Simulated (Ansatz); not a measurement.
Ansatz results at the PBE0-D4/def2-TZVP geometry: LUMO energy (B3LYP/def2-TZVPP) -0.49 eV; LUMO energy (PBE/def2-TZVPP) -1.15 eV; HOMO–LUMO gap (PBE0/def2-TZVPP) 6.78 eV.

(1) Which molecule gave them?
A. `O=C(O)C[SiH2]F`
B. `O=CC1(O)CC1`
C. `C1=C[SiH2]O1`
D. `O=C1C[SiH2]1`

Answers

(1) C. The others give `O=C1C[SiH2]1`: -1.88, -2.77, 4.79; `O=C(O)C[SiH2]F`: -0.49, -1.35, 8.37; `O=CC1(O)CC1`: -1.22, -2.04, 6.54.

B3LYP here is the variant with VWN-RPA as its local correlation; programs differ in this.
